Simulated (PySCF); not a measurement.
**Calculated properties of `CN(C)B(N(C)C)N(C)C`**

Compound: C6H18BN3.
Numbering: `[CH3:1][N:2]([CH3:3])[B:4]([N:5]([CH3:6])[CH3:7])[N:8]([CH3:9])[CH3:10]` (hydrogens: H11, H12, H13 on C1; H14, H15, H16 on C3; H17, H18, H19 on C6; H20, H21, H22 on C7; H23, H24, H25 on C9; H26, H27, H28 on C10)

Geometry (PBE0-D3(BJ)/def2-SVP, Å), atoms numbered from 1 in this order:
```xyz
28
C6H18BN3 angstrom
C      2.6385   -0.1060   -0.9979
N      1.4412   -0.8165   -0.6434
C      1.6563   -2.2034   -0.3371
B      0.1431   -0.1937   -0.5963
N     -1.0336   -0.9503   -0.9403
C     -1.0367   -1.9833   -1.9387
C     -2.3127   -0.7322   -0.3236
N      0.0220    1.1872   -0.2040
C      0.8873    1.8047    0.7622
C     -0.9752    2.0695   -0.7430
H      3.1501   -0.5873   -1.8545
H      2.3970    0.9238   -1.2917
H      3.3748   -0.0635   -0.1700
H      2.0362   -2.7818   -1.2034
H      2.3995   -2.3229    0.4757
H      0.7204   -2.6686   -0.0015
H     -1.2811   -2.9820   -1.5238
H     -0.0536   -2.0473   -2.4231
H     -1.7854   -1.7747   -2.7282
H     -3.0807   -0.3749   -1.0390
H     -2.7049   -1.6665    0.1238
H     -2.2259    0.0100    0.4807
H      1.5711    1.0605    1.1910
H      0.3060    2.2446    1.5963
H      1.4979    2.6245    0.3325
H     -1.5492    1.5602   -1.5281
H     -1.6892    2.4325    0.0238
H     -0.5116    2.9676   -1.1964
```

Among its groups: three-coordinate boron.

From PBE0-D3(BJ)/def2-SVP geometry optimisation, gas phase (PySCF):

```
Point group                  : D3
Rotational constants A, B, C : 1.314, 1.311, 0.758 GHz
```

**PBE0/pcSseg-1 ground state and GIAO shieldings, non-relativistic (PySCF)**

```
Dipole moment                                               : 0.00 D
HOMO energy                                                 : -5.80 eV
LUMO energy                                                 : 1.22 eV
HOMO–LUMO gap                                               : 7.02 eV
Lowest Hirshfeld atomic charge                              : -0.13 e on N2/N5/N8
Highest Hirshfeld atomic charge                             : +0.19 e on B4
13C chemical shifts (computed TMS as zero) by class         : 40.1 (C1/C3/C6/C7/C9/C10) ppm
1H chemical shifts (computed TMS as zero) by class          : 2.47 (H11 and 17 like it) ppm
Isotropic shieldings of nuclei other than C and H, by class : 73 (B4), 211 (N2/N5/N8) ppm
Mayer bond orders between heavy atoms                       : C1–N2 0.98, N2–C3 0.98, N2–B4 1.03, B4–N5 1.03, N5–C6 0.98, N5–C7 0.98, B4–N8 1.03, N8–C9 0.98, N8–C10 0.98
```

Monoisotopic mass from the formula: 143.1594 u.

The rotational constants are those of an oblate symmetric top; the small spread among constants that symmetry makes equal is optimisation noise. With B = h/(8π²I), that is 505.379 GHz u Å² over I, the principal moments of inertia are 384.7, 385.5 and 666.4 u Å² (most abundant isotopes). Point group D3 forbids a permanent dipole, so the rigid molecule has no electric-dipole pure rotational spectrum.

 NMR classes are plain means over equivalent atoms (diastereotopic ones count apart unless rotation or inversion swaps them), as if these changed places fast; in this geometry the members of some classes differ.

For the geometry optimisation (PBE0-D3(BJ)/def2-SVP), the run took 80 s wall on an x86-64 server with one thread, no GPU, shared host.
